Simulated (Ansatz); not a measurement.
Reactions of CH2BrIO2, SMILES `OC(O)(Br)I`.

Calculated with Ansatz (gas phase, PBE0-D4/def2-TZVP geometries, no zero-point term in ΔE). CCSD(T)/CBS is the MP2 limit (def2-TZVPP, def2-QZVPP) plus CCSD(T) − MP2 in def2-TZVPP, frozen cores. This one scheme is used for every species, atoms too. Open shells (•) are unrestricted, without spin–orbit coupling. Spin–orbit coupling would lower the free atoms: a little for C, O; clearly for Br; strongly for I. def2 core potentials past Kr. For Br, I outer-core shells are correlated without core-valence functions, so the limit isn't a true one: a few kJ/mol of doubt a bond, and 10 to 20 or more in all where bonds break to atoms. Scalar relativity is left out up to krypton. One conformer a species, not always the lowest.

Problem. Order these by ΔE at CCSD(T)/CBS, lowest first. (Best estimate.)
A. `OC(O)(Br)I` → Br• + C• + 2 H• + I• + 2 O•
B. `OC(O)(Br)I` + H₂O → `OC(O)(O)I` + HBr
C. `OC(O)(Br)I` + H₂ → `OC(O)I` + HBr

Solution. C (-84.2 kJ/mol), B (-33.6 kJ/mol), A (+2278.9 kJ/mol).

Largest T1 diagnostic: 0.011, for `OC(O)(O)I`.
